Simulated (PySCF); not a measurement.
A run for PySCF: D3(BJ) and D4 dispersion corrections on H3NOSe (SMILES N[Se]O), a point of a torsion scan.

```python
from pyscf import gto
from pyscf.dispersion import dftd3, dftd4

mol = gto.M(
    atom='''
    N    -0.97158826    0.10410411   -0.07670673
    Se    0.44388392   -0.42416522    0.97645363
    O     1.71594268   -0.26547677   -0.31742110
    H    -1.67282309   -0.62448052   -0.15959550
    H    -1.41771914    0.94138021    0.28297419
    H     1.24851264    0.03226017   -1.10115004
    ''',
    basis='def2-svp',
    charge=0, spin=0, verbose=0, max_memory=1800)
d3, d4 = {}, {}
for xc in ['hf', 'pbe', 'blyp', 'revpbe', 'tpss', 'r2scan', 'b3lyp', 'pbe0', 'bhlyp', 'camb3lyp', 'b2plyp']:
    d3[xc] = float(dftd3.DFTD3Dispersion(mol, xc=xc, version='d3bj', atm=False).get_dispersion()['energy'])
    print(f'D3(BJ) {xc:10s} {d3[xc]:14.8f} Eh')
for xc in ['hf', 'pbe', 'blyp', 'revpbe', 'tpss', 'r2scan', 'b3lyp', 'pbe0', 'bhlyp', 'camb3lyp', 'b2plyp']:
    d4[xc] = float(dftd4.DFTD4Dispersion(mol, xc={'camb3lyp': 'cam-b3lyp'}.get(xc, xc), atm=True).get_dispersion()['energy'])
    print(f'D4     {xc:10s} {d4[xc]:14.8f} Eh')
```

The log:

```
D3(BJ) hf            -0.03249645 Eh
D3(BJ) pbe           -0.00344788 Eh
D3(BJ) blyp          -0.00760978 Eh
D3(BJ) revpbe        -0.00894492 Eh
D3(BJ) tpss          -0.00434731 Eh
D3(BJ) r2scan        -0.00088252 Eh
D3(BJ) b3lyp         -0.00622721 Eh
D3(BJ) pbe0          -0.00295590 Eh
D3(BJ) bhlyp         -0.00499156 Eh
D3(BJ) camb3lyp      -0.00266503 Eh
D3(BJ) b2plyp        -0.00291069 Eh
D4     hf            -0.01310740 Eh
D4     pbe           -0.00336119 Eh
D4     blyp          -0.00766721 Eh
D4     revpbe        -0.01108375 Eh
D4     tpss          -0.00455576 Eh
D4     r2scan        -0.00074752 Eh
D4     b3lyp         -0.00549831 Eh
D4     pbe0          -0.00277808 Eh
D4     bhlyp         -0.00411083 Eh
D4     camb3lyp      -0.00279087 Eh
D4     b2plyp        -0.00231039 Eh
```

The run finished.

Cost: around 0.03 core-seconds (rough).
